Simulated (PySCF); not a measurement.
C5H12BFO.
Structure used (PBE0-D3(BJ)/def2-SVP), in Å, numbered top down from 1:
```xyz
20
C5H12BFO angstrom
B     -0.8975   -1.9523   -0.8152
O     -0.3101   -0.6378   -0.0652
C     -1.2262    0.4364    0.2125
C     -0.3199    1.6095    0.5126
C      0.8250    1.3823   -0.4723
C      0.9764   -0.1332   -0.4889
C      2.0041   -0.6700    0.4878
F      3.2425   -0.2298    0.1040
H      0.0272   -2.7487   -0.7726
H     -1.1734   -1.5577   -1.9441
H     -1.8627   -2.2631   -0.1367
H     -1.8686    0.1097    1.0397
H     -1.8459    0.5961   -0.6853
H     -0.8273    2.5735    0.3704
H      0.0355    1.5675    1.5541
H      1.7665    1.8731   -0.1891
H      0.5455    1.7446   -1.4728
H      1.1757   -0.5309   -1.4945
H      1.7915   -0.3090    1.5092
H      1.9821   -1.7708    0.4863
```

All values: PBE0/pcSseg-1 and B3LYP/def2-SVPD (PySCF, non-relativistic), on one gas-phase PBE0-D3(BJ)/def2-SVP geometry that isn't relaxed in the solvent. The solvent is an IEF-PCM continuum (cavity from Bondi-type radii × 1.2). The model holds no explicit solvent molecules, cavitation or dispersion.

Gas phase at PBE0/pcSseg-1: HOMO -7.69 eV, LUMO 0.77 eV, dipole 5.04 D.

Task: What does the continuum do to the energy, the frontier levels and the dipole at PBE0/pcSseg-1 in acetonitrile and dimethylsulfoxide?

Result: 
```csv
solvent,ε,E(solvent) − E(gas) (kcal/mol),polarisation term (kcal/mol),distortion of the solute (kcal/mol),HOMO (eV),LUMO (eV),dipole (D)
acetonitrile,35.69,-8.41,-9.60,1.19,-8.04,1.21,6.12
dimethylsulfoxide,46.83,-8.50,-9.71,1.21,-8.04,1.21,6.13
```

Polarisation term: ½ Σ q·V over the induced surface charges. Distortion: the rise of the solute's own energy as its density leaves the gas-phase optimum. From acetonitrile to dimethylsulfoxide the lowering changes by a factor 1.01, Onsager's factor (ε − 1)/(2ε + 1) by 1.01 and ε itself by 1.3.

Task: Which radius a makes the point-dipole formula ΔE = −[(ε − 1)/(2ε + 1)]·μ²/a³ give the value in dimethylsulfoxide, with the gas-phase dipole?

Result: μ = 1.984 au and |ΔE| = 0.01354 Eh give a = 2.75 Å; the farthest nucleus lies 3.05 Å from the centroid of the nuclei, so such a sphere wouldn't even hold the nuclei. The formula assumes a rigid point dipole at the centre of a sphere.

Task: Give the dipole vector in the frame of the coordinates (D, pointing from negative to positive charge), gas and dimethylsulfoxide.

Result: Gas (0.19, 4.68, 1.88), solvent (0.21, 5.67, 2.31). Its length changes by +22 % and its direction by less than 1°.

Task: Which Hirshfeld charges (PBE0/pcSseg-1) respond most in acetonitrile (means over atoms taken as equivalent)?

Result: 
```json
{"atoms": "F8", "environment": "alkyl fluorine", "gas (e)": "-0.108", "solvent (e)": "-0.120", "change": "-0.012"}
{"atoms": "H19", "environment": "methylene hydrogen", "gas (e)": "+0.044", "solvent (e)": "+0.054", "change": "+0.010"}
{"atoms": "H9/H10/H11", "environment": "B–H hydrogen", "gas (e)": "-0.103", "solvent (e)": "-0.113", "change": "-0.010"}
{"atoms": "H14", "environment": "methylene hydrogen", "gas (e)": "+0.058", "solvent (e)": "+0.066", "change": "+0.008"}
{"atoms": "B1", "environment": "four-coordinate boron", "gas (e)": "-0.063", "solvent (e)": "-0.070", "change": "-0.007"}
{"atoms": "H15", "environment": "methylene hydrogen", "gas (e)": "+0.046", "solvent (e)": "+0.053", "change": "+0.007"}
{"atoms": "C4", "environment": "ring CH2 carbon", "gas (e)": "-0.066", "solvent (e)": "-0.060", "change": "+0.006"}
{"atoms": "H17", "environment": "methylene hydrogen", "gas (e)": "+0.051", "solvent (e)": "+0.056", "change": "+0.005"}
```

Task: Which Mayer bond orders change most in acetonitrile?

Result: 
| bond | length (Å) | gas | solvent | change |
| --- | --- | --- | --- | --- |
| B1–O2 | 1.623 | 0.446 | 0.482 | +0.036 |
| O2–C3 | 1.439 | 0.790 | 0.773 | -0.017 |
| C7–F8 | 1.369 | 0.894 | 0.877 | -0.017 |
| C6–O2 | 1.445 | 0.732 | 0.723 | -0.009 |
| C3–C4 | 1.513 | 1.026 | 1.032 | +0.006 |
| C3–H12 | 1.097 | 0.951 | 0.946 | -0.005 |
| C5–C6 | 1.523 | 1.023 | 1.027 | +0.004 |
| C4–H14 | 1.099 | 0.950 | 0.946 | -0.004 |

Gas phase at B3LYP/def2-SVPD: HOMO -7.53 eV, LUMO -0.04 eV, dipole 4.91 D.

Task: What does the continuum do to the energy, the frontier levels and the dipole at B3LYP/def2-SVPD in acetonitrile and dimethylsulfoxide?

Result: 
| solvent | ε | E(solvent) − E(gas) (kcal/mol) | polarisation term (kcal/mol) | distortion of the solute (kcal/mol) | HOMO (eV) | LUMO (eV) | dipole (D) |
| --- | --- | --- | --- | --- | --- | --- | --- |
| acetonitrile | 35.69 | -8.43 | -9.87 | 1.44 | -7.82 | 0.44 | 6.12 |
| dimethylsulfoxide | 46.83 | -8.52 | -9.99 | 1.47 | -7.82 | 0.44 | 6.13 |

The atom shares or the degeneracy of the LUMO differ from the gas phase in acetonitrile and dimethylsulfoxide, so that column needn't follow one orbital.

Task: How does the static polarisability (B3LYP/def2-SVPD, frozen core, with the continuum's full static response) change?

Result: 
```tsv
medium	isotropic (au)	principal values (au)	⟨r²⟩ of the electrons (bohr²)
gas	81.2	73.3, 84.5, 85.9	1055.5
acetonitrile	108.2	102.7, 109.8, 112.2	1057.2
dimethylsulfoxide	108.6	103.2, 110.2, 112.6	1057.2
```

The isotropic value in dimethylsulfoxide is 1.34 times the gas-phase one; no cavity-field correction is applied. ⟨r²⟩ is taken about the centre of nuclear charge.

Rough CPU time on one thread of a shared machine: about 50 s. This is the whole shielding run at PBE0/pcSseg-1 in dimethylsulfoxide, SCF included.
